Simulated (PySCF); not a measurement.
C8H9FOSi.
Geometry (PBE0-D3(BJ)/def2-SVP, Å), atoms numbered from 1 in this order:
```
atom  x, y, z in Å
C1    -2.4926   -2.0482   -0.5398
C2    -1.2433   -1.5860   -0.4069
C3    -0.8460   -0.1906   -0.1942
C4    -1.7500    0.8826   -0.2481
C5    -1.3418    2.1928   -0.0383
C6    -0.0003    2.4714    0.2296
C7     0.8960    1.4203    0.2781
F8     2.1939    1.6545    0.5300
C9     0.5099    0.0907    0.0740
O10    1.3942   -0.9178    0.1321
Si11   3.0489   -1.0156    0.4421
H12   -2.6780   -3.1125   -0.7005
H13   -3.3719   -1.3999   -0.4918
H14   -0.4117   -2.2941   -0.4488
H15   -2.7990    0.6774   -0.4688
H16   -2.0658    3.0083   -0.0869
H17    0.3638    3.4861    0.3982
H18    3.3734   -0.5381    1.8149
H19    3.3203   -2.4750    0.3411
H20    3.8428   -0.2847   -0.5838
```

NICS is the negative of the GIAO shielding at a point without a nucleus: at the ring centre (0) and 1 Å above and below it (1); zz is the component along the ring normal. Level: GIAO PBE0/pcSseg-1 (PySCF, non-relativistic, gas phase) on the PBE0-D3(BJ)/def2-SVP geometry, one conformer.

Ring bond lengths (Å), with Mayer bond orders in brackets: C3–C4 1.404 (1.41), C4–C5 1.388 (1.48), C5–C6 1.396 (1.38), C6–C7 1.382 (1.47), C7–C9 1.399 (1.36), C9–C3 1.410 (1.25).

Question: What do the NICS probes read (ppm)?

Answer: 
```json
{"ring": "C3–C4–C5–C6–C7–C9", "type": "6-membered carbocycle; formal bonds all aromatic", "NICS(0)": "-10.1", "NICS(1), two faces": "-10.5 / -10.4", "NICS(1)zz, two faces": "-23.6 / -23.4", "rms pucker (Å)": "0.00", "centre to ring atoms, mean (Å)": "1.40"}
```

Question: What can be read from them?

Answer: 
- C3–C4–C5–C6–C7–C9: mean NICS(1)zz -23.5 ppm, shielded, aromatic by this magnetic criterion (flat ring, no four-coordinate atom).

Question: What does the geometric index give? HOMA takes Krygowski's 1993 parameters.

Answer: 
- C3–C4–C5–C6–C7–C9: HOMA 0.96 = 1 − EN − GEO, with mean bond length 1.397 Å, EN = α(Ropt − mean)² = 0.020 and GEO = α × variance = 0.023. The geometric and the magnetic index point the same way.

Question: What is the mean of the two in-plane components of NICS at the second NICS(1) probe listed for ring C3–C4–C5–C6–C7–C9, 1 Å off the ring?

Answer: The isotropic value is a third of the trace: (3 × -10.4 − (-23.4))/2 = -3.9 ppm.

Question: How do the values depend on the level or the medium?

Answer: 
| level | NICS(0), C3–C4–C5–C6–C7–C9 | mean NICS(1)zz, C3–C4–C5–C6–C7–C9 |
| --- | --- | --- |
| PBE0/pcSseg-1, gas | -10.1 | -23.5 |
| WP04/pcSseg-2, gas | -10.5 | -22.7 |

The geometry is the same throughout.
